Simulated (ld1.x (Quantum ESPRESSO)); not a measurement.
**oxygen: one change to a TM semilocal potential, before and after**

ld1.x (Quantum ESPRESSO) 7.5 input, shortened:

```
&input
   title='O', zed=8., rel=0, dft='PBE', iswitch=3,
   config='[He] 2s1.75 2p4.25 3d-2'
 /
 &inputp
   pseudotype=1, tm=.true., lloc=0,
   nlcc=.false.
 /
3
2P  2  1   4.25   0.00  1.95  1.95  0.0
3D  3  2  -2.00  -0.15  1.95  1.95  0.0
2S  1  0   1.75   0.00  0.90  0.90  0.0
 &test
   configts(1)='2s1.75 2p4.25'
 /
```

Change: wave 2p (bound): rc 1.95 bohr becomes 2p (bound): rc 2.60 bohr.

Cutoffs: the cutoffs (Ry, on a coarse ladder) from which the occupation-weighted sum of valence levels, in a spherical-Bessel basis at the reference potential, stays within 10 and 1 mRy of its value at 400 Ry; they do not see the model core or the augmentation charge, which bear on the density cutoff. Errors are all-electron minus pseudo energies relative to the spin-unpolarised reference configuration.

Predict the effect on cutoff, ghosts and configuration errors.

The potential gets neither clearly harder nor softer (70 Ry and 160 Ry → 70 Ry and 160 Ry); the s channel sets the loose cutoff, while the largest relative change is in p, which becomes softer; of the 7 tests that both files solve, the error grows in 7 and shrinks in 0 by more than 15 % and 0.3 meV (median size 16.6 → 210.2 meV); neither file shows a bound ghost at the reference potential, the only one tested. More of the atom is replaced by a form fitted at one configuration, so other configurations suffer. A semilocal file is local in each channel, so a ghost entry of none says nothing of the separable form that plane-wave codes build from it.

```csv
quantity,base,changed
"cutoff, loose",70 Ry,70 Ry
"cutoff, tight",160 Ry,160 Ry
loose cutoff by channel (10 mRy a level),"p 35 Ry, s 60 Ry","p 25 Ry, s 60 Ry"
bound ghosts,none,none
"error for 2s2 2p4, meV [ΔE -3.72 eV]",-0.2,-4.3
"error for 2s2 2p3, meV [ΔE 12.72 eV]",+65,+232
"error for 2s2 2p2, meV [ΔE 46.31 eV]",+522,+1547
"error for 2s1 2p5, meV [ΔE 11.18 eV]",-1.6,-37
"error for 2s2 2p4.3, meV [ΔE -5.85 eV]",-9.5,-27
"error for 2s0 2p6, meV [ΔE 26.11 eV]",-17,-210
"error for 2s2 2p0, meV [ΔE 177.09 eV]",+6069,+13359
```

Changed file: These tests converged, but a pseudo level misses the all-electron one widely, so the file describes the atom poorly there or has found another state: 2s2 2p0: empty 2p by 10.7 eV.
